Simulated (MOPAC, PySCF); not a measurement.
C₁₀H₁₂Ge, SMILES `[CH3][Ge]1([CH3])[CH]=c2ccccc2=[CH]1`, neutral singlet in the gas phase. 

Cartesian coordinates (Å):
SMILES: [CH3][Ge]1([CH3])[CH]=c2ccccc2=[CH]1
```xyz
23

C     -2.8190     1.2260    -0.9445
Ge    -1.6562    -0.0290     0.0328
C     -2.7426    -1.3187     1.0515
C     -0.2760    -0.8573    -1.0788
C      0.9517    -0.4507    -0.6117
C      2.2342    -0.8475    -1.1710
C      3.4085    -0.3901    -0.6378
C      3.4155     0.5063     0.5046
C      2.2480     0.9224     1.0846
C      0.9590     0.4813     0.5759
C     -0.2627     0.8453     1.0913
H     -2.2044     1.9469    -1.5161
H     -3.4709     0.6719    -1.6481
H     -3.4595     1.7839    -0.2334
H     -2.0855    -2.0225     1.5966
H     -3.3819    -0.7848     1.7818
H     -3.3943    -1.8937     0.3648
H     -0.3685    -1.5360    -1.9399
H      2.2354    -1.5272    -2.0374
H      4.3710    -0.6998    -1.0736
H      4.3831     0.8503     0.9018
H      2.2598     1.6023     1.9508
H     -0.3447     1.5208     1.9560
```
Charge 0, multiplicity 1.

All levels are single points at this geometry (PBE-D3(BJ)/def2-SVP); Pople sets use spherical d functions. Orbital energies aren't observables, and empty levels follow the basis.

```tsv
level	HOMO (eV)	LUMO (eV)	gap (eV)	dipole (D)	vertical IE, Delta-SCF (eV)
PBE-D3(BJ)/def2-TZVP in PySCF	-4.64	-3.00	1.64	0.58	6.96
B3LYP/3-21G in PySCF	-4.97	-2.03	2.93	0.68	–
B3LYP/6-311+G** (LANL2DZ on Ge) in PySCF	-5.29	-2.44	2.85	0.57	–
B3LYP/6-31G* in PySCF	-4.92	-2.04	2.88	0.51	6.68
B3LYP/LANL2DZ in PySCF	-5.14	-2.23	2.91	0.53	–
BP86/6-31G* in PySCF	-4.37	-2.74	1.63	0.65	–
PBE/6-31G* in PySCF	-4.28	-2.65	1.63	0.65	6.69
SVWN5/6-31G* in PySCF	-4.43	-2.82	1.61	0.70	6.90
HF/STO-3G in PySCF	-4.78	4.57	9.35	1.02	–
AM1 in MOPAC	-8.07	-0.72	7.34	0.52	–
PM3 in MOPAC	-8.09	-0.99	7.11	0.65	–
PM6 in MOPAC	-8.14	-0.69	7.44	0.48	–
PM7 in MOPAC	-8.32	-1.04	7.27	0.20	–
```
